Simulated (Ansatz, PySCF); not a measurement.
C4H4F2, SMILES CC=C=C(F)F.

Geometry: PBE0-D3(BJ)/def2-SVP.

Vertical ionisation energy (IE) and electron affinity (EA) in eV. Rows of orbital energies are one-electron estimates. Where ΔSCF, EOM or ADC give a negative EA the extra electron is unbound and the value depends on the basis.

```
level                                                                  IE     EA
-------------------------------------------------------------------  ----  -----
−ε(HOMO), −ε(LUMO), PBE0/def2-TZVP (PySCF)                           7.24   0.64
−ε(HOMO), −ε(LUMO), PBE/def2-TZVP (PySCF)                             [?]    [?]
ΔSCF, PBE0/def2-SVPD (Ansatz), final states of multiplicity 2 and 2  9.54  -1.30
ΔSCF, PBE/def2-SVPD (Ansatz), final states of multiplicity 2 and 2   9.36  -1.24
```

### Question
Complete the blanks. (Estimate from the structure and the level; the computed values follow.)

### Answer

- −ε(HOMO), −ε(LUMO), PBE/def2-TZVP (PySCF), IE: 5.93
- −ε(HOMO), −ε(LUMO), PBE/def2-TZVP (PySCF), EA: 1.64

### Question
What vertical singlet–triplet gap does ΔSCF give with PBE0/def2-SVPD (Ansatz, a quantum-chemistry and plane-wave program) and with PBE/def2-SVPD (Ansatz)? (Estimate from the structure and the level; the computed values follow.)

### Answer
4.16 and 4.20 eV (triplet above singlet where positive).
